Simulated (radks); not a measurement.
Coulomb parameter of the 4f shell of the gadolinium ion Gd+ in the model configuration [Xe] 4f7 5d1 6s1, as a second difference U = [E(n + 1) + E(n - 1) - 2 E(n)] / (1)^2 with all orbitals relaxed. "Bare": the charge of the atom changes with n. "Screened": the 5d shell takes up the change at fixed total charge, which measures U(4f,4f) + U(5d,5d) - 2 U(4f,5d). Method: scalar-relativistic Kohn-Sham, r2SCAN, spin-unpolarised, spherical densities, finite nucleus; meta-GGA in the generalised Kohn-Sham scheme; Fermi nuclear charge, rms radius 5.1569 fm; computed with a radial shooting solver on a logarithmic mesh with Libxc functionals.

| case | configuration | E - E(n) (eV) |
|---|---|---|
| start | [Xe] 4f7 5d1 6s1 | 0.000 |
| bare +1 | [Xe] 4f8 5d1 6s1 | -7.950 |
| bare -1 | [Xe] 4f6 5d1 6s1 | 23.259 |
| screened +1 | [Xe] 4f8 6s1 | -4.360 |
| screened -1 | [Xe] 4f6 5d2 6s1 | 9.316 |

U(bare) = 15.309 eV, U(screened by 5d) = 4.956 eV, against the Slater integral F0(4f,4f) = 29.494 eV with frozen orbitals.
